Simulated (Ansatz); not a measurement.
Calculated with Ansatz (gas phase, PBE0-D4/def2-TZVP geometries, no zero-point term in ΔE). CBS: MP2 limit from def2 TZ/QZ plus the TZ coupled-cluster correction, frozen cores. This one scheme is used for every species. DFT in def2-TZVPP. B3LYP here is the variant with VWN-RPA as its local correlation; programs differ in this. HSE06 is defined as in plane-wave codes. For Se outer-core shells are correlated without core-valence functions, which leaves a few kJ/mol of doubt a bond. Scalar relativity is left out up to krypton. Each species was taken in one conformer, which may not be the lowest.

Reaction (β-hydride elimination): `CC[SeH]` → H₂Se + `C=C`

`CC[SeH]`:

Cartesian coordinates in Å:
```
C -0.139 -0.941 -0.247
C -0.439 0.424 0.331
Se 1.156 1.468 0.775
H -1.069 -1.488 -0.435
H 0.475 -1.531 0.435
H 0.397 -0.860 -1.195
H -0.969 0.347 1.282
H -1.055 1.026 -0.338
H 1.643 1.555 -0.609
```

H₂Se:

```xyz
3

Se    0.423   -0.412   -0.346
H     0.175    1.034   -0.339
H    -0.599   -0.622    0.685
```

`C=C`:

Z-matrix (Å, degrees):
```
C
C 1 1.323
H 1 1.085 2 121.7
H 1 1.085 2 121.7 3 -180.0
H 2 1.085 1 121.7 3 -0.0
H 2 1.085 1 121.7 3 -180.0
```

Q: Is it downhill or uphill in electronic energy at CCSD(T)/CBS, and by how much? (An estimate is asked.)

A: Ansatz gave: Uphill: ΔE = +1.08 eV.

Q: What do these levels give: revPBE-D4, HSE06-D4, B3LYP, BHLYP, CAM-B3LYP, MP2/def2-SVP? (Best estimate.)

A: Computed: revPBE-D4 1.14, HSE06-D4 1.24, B3LYP 0.88, BHLYP 0.99, CAM-B3LYP 1.00, MP2/def2-SVP 1.14 eV.

Q: What do rigid-rotor, harmonic-oscillator terms from PBE0-D4/def2-TZVP frequencies (298.15 K, 1 bar) make of the CCSD(T)/CBS value? (Estimate.)

A: The calculation gave: ΔZPE = -0.24 eV, ΔH = +0.89 eV, ΔS = 139 J/(mol·K), ΔG = +0.46 eV.

Largest T1 diagnostic among the species: 0.011.

From r2SCAN to r2SCAN0 (25 % exact exchange), in def2-TZVPP and without D4, ΔE moves by +0.06 eV. Leaving LDA and LC-ωPBE aside and taking each functional with its dispersion term where it has one, the values, not all of them listed here, spread over 0.34 eV, from BLYP-D4 to PBE-QIDH. LDA lies +0.36 eV from PBE without D4.
